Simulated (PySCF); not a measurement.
Compounds:

A. SMILES C[Si]1(C)CC(C#N)=CO1
B. `C1C(C#CC)=C1CF`
C. `CO[Si@@](N)(O)C(=O)O`

Spectrum 1. $^{1}$H NMR (300 MHz, computed): δ 6.43 (br s, 1H), 4.11 (s, 3H), 2.26 (br s, 1H), 0.87 (br s, 2H). $^{13}$C{$^{1}$H} NMR (computed): δ 184.1 (C), 53.4 (CH3).

Spectrum 2. $^{1}$H NMR (300 MHz, computed): δ 7.15 (s, 1H), 1.68 (s, 2H), 0.37 (s, 6H). $^{13}$C{$^{1}$H} NMR (computed): δ 168.7 (CH), 121.7 (C), 95.1 (C), 20.7 (CH2), 0.8 (CH3).

Spectrum 3. $^{1}$H NMR (300 MHz, computed): δ 5.94 (m, 2H), 2.41 (s, 3H), 1.31 (s, 2H). $^{13}$C{$^{1}$H} NMR (computed): δ 123.5 (C), 113.7 (C), 104.5 (C), 86.8 (CH2), 74.9 (C), 15.8 (CH2), 6.8 (CH3).

- coordinates at the GFN2-xTB level
- σ from GIAO-PBE0/pcSseg-1
- program: PySCF 2.14.0 with density-fitted response routines
- single conformer, relativity neglected, equivalent nuclei averaged, in vacuum

Chemical shifts δ = σref − σ; TMS for $^{1}$H (σref 31.72), $^{13}$C (σref 186.93), all at this level. Splittings of carbon signals by F and P are missing where no couplings were computed. Where no couplings were computed, multiplicities follow the n + 1 count of equivalent neighbours, and m marks all less simple cases (inequivalent or close neighbours, rings, F or P nearby). Acid and N–H amide carbonyl carbons lie up to 10 ppm further downfield in solution (hydrogen bonding). Shifts are as computed. Against solution values, carbons near 30 ppm lie about +3 ppm off and those near 130 ppm about +5 ppm. Of 1309 compounds with measured shifts, 239 miss one by over three times the rms of a fit or turn the order of signals round; such compounds aren't used in these exercises. OH and NH positions are gas-phase values without hydrogen bonding to other molecules.

Which spectrum belongs to which compound?

## Answers

1–C, 2–A, 3–B.

- Spectrum 1 (C): 2 $^{13}$C signals; δC 53.4 is a methyl carbon bonded to O; δH 6.43 is the hydrogen on an acid hydroxyl oxygen.
- Spectrum 2 (A): 5 $^{13}$C signals; δC 168.7 is an alkene carbon bearing oxygen; δC 121.7 is a nitrile carbon.
- Spectrum 3 (B): 7 $^{13}$C signals; δC 123.5 is a fully substituted alkene carbon; δC 104.5 is a fully substituted alkene carbon.
